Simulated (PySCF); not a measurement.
B(OH)2(SMe) (CH₅BO₂S), SMILES CSB(O)O.

Coordinates come from a B3LYP-D3(BJ)/def2-SVP optimisation. The values are those of a single conformer.

Computed with PBE/def2-TZVP run with PySCF.

Symmetry labels are those of the subgroup Cs that the program uses (full group Cs).

List the valence orbital energies around the gap with their symmetry. (Estimate from the structure and the level; the computed values follow.)


```json
[
 {"orbital": "HOMO−7", "symmetry": "A\"", "energy (eV)": "-10.20"},
 {"orbital": "HOMO−6", "symmetry": "A'", "energy (eV)": "-10.01"},
 {"orbital": "HOMO−5", "symmetry": "A\"", "energy (eV)": "-9.48"},
 {"orbital": "HOMO−4", "symmetry": "A'", "energy (eV)": "-9.00"},
 {"orbital": "HOMO−3", "symmetry": "A'", "energy (eV)": "-8.26"},
 {"orbital": "HOMO−2", "symmetry": "A\"", "energy (eV)": "-7.84"},
 {"orbital": "HOMO−1", "symmetry": "A'", "energy (eV)": "-7.29"},
 {"orbital": "HOMO", "symmetry": "A\"", "energy (eV)": "-5.54"},
 {"orbital": "LUMO", "symmetry": "A'", "energy (eV)": "-0.73"},
 {"orbital": "LUMO+1", "symmetry": "A'", "energy (eV)": "-0.05"},
 {"orbital": "LUMO+2", "symmetry": "A\"", "energy (eV)": "0.35"},
 {"orbital": "LUMO+3", "symmetry": "A'", "energy (eV)": "1.19"}
]
```
